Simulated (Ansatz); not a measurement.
Wavefunction ladder for `C[B](C)[GaH2]`

Cartesian coordinates in Å:
```
C 0.299 1.179 -1.008
B -0.017 0.005 -0.022
C -1.287 -0.871 -0.284
Ga 1.233 -0.384 1.613
H 0.847 2.028 -0.597
H 0.965 0.729 -1.763
H -0.577 1.542 -1.557
H -1.252 -1.903 0.072
H -2.083 -0.380 0.299
H -1.625 -0.857 -1.326
H 0.967 0.194 3.061
H 2.531 -1.282 1.513
```

The species carries charge 0 and has multiplicity 1. Correlated methods include outer-core shells of Ga, which these sets cover unevenly. Scalar relativity is left out up to krypton. The structure was optimised at the PBE0-D4/def2-TZVP level. Frozen core, restricted reference, the Gaussian-basis code of Ansatz.

```tsv
basis	HF (Eh)	MP2 corr.
def2-SVP	-2027.97695	-0.58958
def2-TZVPP	-2028.33741	-0.68968
def2-QZVPP	-2028.38286	-0.96581
```

(1) Estimate the CCSD correlation energy and the (T) correction in each basis where they were run (hartree).

Answers

(1) 
| basis | CCSD corr. | (T) |
| --- | --- | --- |
| def2-SVP | -0.63503 | -0.01935 |
| def2-TZVPP | -0.73351 | -0.02807 |
